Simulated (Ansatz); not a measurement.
Problem. Name a neutral molecule of Br, Cl, Ga, N and H with size of the dipole moment (B3LYP/def2-TZVPP) between 2.30 and 2.60 D and HOMO–LUMO gap (B3LYP/def2-TZVPP) between 6.15 and 6.45 eV (Ansatz, PBE0-D4/def2-TZVP geometry).

Solution. `[NH2][Ga]([Cl])[Br]` (2.50 D, 6.29 eV). Other molecules can fit too; these were computed, each in one conformer that needn't be the lowest.

B3LYP here is the variant with VWN-RPA as its local correlation; programs differ in this.
